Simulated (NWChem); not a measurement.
Species: 1,3,5-triazine (C3H3N3); SMILES c1ncncn1

Program: NWChem. Pople sets run with spherical d functions. All runs use the structure optimised with PBE0/def2-SVP. B3LYP is NWChem's, with the RPA form of VWN correlation.

Problem. Order these by “orbital gap (eV)”, lowest first: B3LYP/def2-SVP; B3LYP/STO-3G; B3LYP/6-31G*.

Solution. B3LYP/STO-3G (5.78), B3LYP/def2-SVP (5.93), B3LYP/6-31G* (6.02)
